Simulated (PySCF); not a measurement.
Positional isomers: propene ethynyl. All species are isolated molecules in the gas phase. One relaxed conformer stands for each flexible species; it need not be the lowest. Strings in code marks are SMILES.

These are PySCF with PBE-D3(BJ)/def2-TZVP // PBE0-D3(BJ)/def2-TZVP values and carry that method's errors. Excitations are Tamm–Dancoff values on a coarser integration grid. The basis has no diffuse functions, so Rydberg states are missing or too high.

| species | T1 excitation (TDA) (eV) | HOMO (eV) | LUMO (eV) |
|---|---|---|---|
| `C#C/C=C/C` | 3.43 | -5.78 | (withheld) |
| `C#C/C=C\C` | 3.45 | -5.82 | -1.62 |
| `C#CCC=C` | (withheld) | -6.45 | -0.98 |

Fill in the missing entries.


- `C#C/C=C/C`, LUMO (eV): -1.61
- `C#CCC=C`, T1 excitation (TDA) (eV): 4.56
